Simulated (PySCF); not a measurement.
## Steps of a relaxation of Tb(NH2)3

Tb(NH2)3 (singlet in the valence; each metal's 4f electrons, 8 of them, lie in its core potential, out of spins and levels; a saddle point, relaxed within its symmetry). PySCF 2.14.0, RKS BP86, Tb lcecp-1-SVP with ECP54, N def2-SVP, H def2-SVP; non-relativistic Hamiltonian with scalar-relativistic core potentials where named; density fitting; no spin-orbit coupling. Origin of the start: template. Columns: position (Å) and force (eV/Å). Energies are counted from the last step; some of the 4 steps are shown. Forces carry noise of the integration grid, about 0.01 to 0.03 eV/Å.

Run from Python with OMP_NUM_THREADS=2. Where DIIS fails, smearing, a level shift and second-order steps follow.
It took 78 s on 2 threads of Intel(R) Xeon(R) Processor @ 2.50GHz (Skylake/Cascade Lake), with other jobs on the host, from the converged density of the start.

```xyz
10
step 0  E = 0.102 eV
Tb    0.0000    0.0000    0.0000     0.00    0.00    0.00
N     2.2680    0.0000    0.0000    -1.57    0.00    0.00
H     2.8580    0.0000    0.8300     0.51    0.00    0.17
H     2.8580    0.0000   -0.8300     0.51    0.00   -0.17
N    -1.1340    1.9641    0.0000     0.79   -1.36    0.00
H    -1.4290    2.4751    0.8300    -0.26    0.45    0.17
H    -1.4290    2.4751   -0.8300    -0.26    0.45   -0.17
N    -1.1340   -1.9641    0.0000     0.79    1.36    0.00
H    -1.4290   -2.4751    0.8300    -0.26   -0.45    0.17
H    -1.4290   -2.4751   -0.8300    -0.26   -0.45   -0.17
```

```xyz
10
step 1  E = 0.020 eV
Tb    0.0000    0.0000    0.0000     0.00    0.00    0.00
N     2.2438    0.0000    0.0000    -0.55    0.00    0.00
H     2.8612    0.0000    0.8238     0.15    0.00   -0.08
H     2.8612    0.0000   -0.8238     0.15    0.00    0.08
N    -1.1219    1.9432    0.0000     0.27   -0.47    0.00
H    -1.4306    2.4779    0.8238    -0.07    0.13   -0.08
H    -1.4306    2.4779   -0.8238    -0.07    0.13    0.08
N    -1.1219   -1.9432    0.0000     0.27    0.47    0.00
H    -1.4306   -2.4779    0.8238    -0.07   -0.13   -0.08
H    -1.4306   -2.4779   -0.8238    -0.07   -0.13    0.08
```

```xyz
10
step 2  E = 0.000 eV
Tb    0.0000    0.0000    0.0000     0.00    0.00    0.00
N     2.2247    0.0000    0.0000     0.06    0.00    0.00
H     2.8637    0.0000    0.8112    -0.02    0.00   -0.04
H     2.8637    0.0000   -0.8112    -0.02    0.00    0.04
N    -1.1124    1.9266    0.0000    -0.03    0.05    0.00
H    -1.4319    2.4800    0.8112     0.01   -0.02   -0.04
H    -1.4319    2.4800   -0.8112     0.01   -0.02    0.04
N    -1.1123   -1.9266    0.0000    -0.03   -0.05    0.00
H    -1.4318   -2.4800    0.8112     0.01    0.02   -0.04
H    -1.4318   -2.4800   -0.8112     0.01    0.02    0.04
```

Question: Where does the relaxation end?

Answer: It converges at step 3 in D3h:
```xyz
10
step 3  E = 0
Tb    0.0000    0.0000    0.0000
N     2.2253    0.0000    0.0000
H     2.8636    0.0000    0.8105
H     2.8636    0.0000   -0.8105
N    -1.1127    1.9271    0.0000
H    -1.4318    2.4800    0.8105
H    -1.4318    2.4800   -0.8105
N    -1.1126   -1.9272    0.0000
H    -1.4318   -2.4800    0.8105
H    -1.4318   -2.4800   -0.8105
```

Question: How did the contacts change?

Answer: 
```
     contact  start (Å)  end (Å)
Tb1–N2 (NH2)      2.268    2.225
Tb1–N5 (NH2)      2.268    2.225
Tb1–N8 (NH2)      2.268    2.225
```


An lcecp potential fixes the number of 4f electrons, so in runs with it no electron can move into or out of that shell.
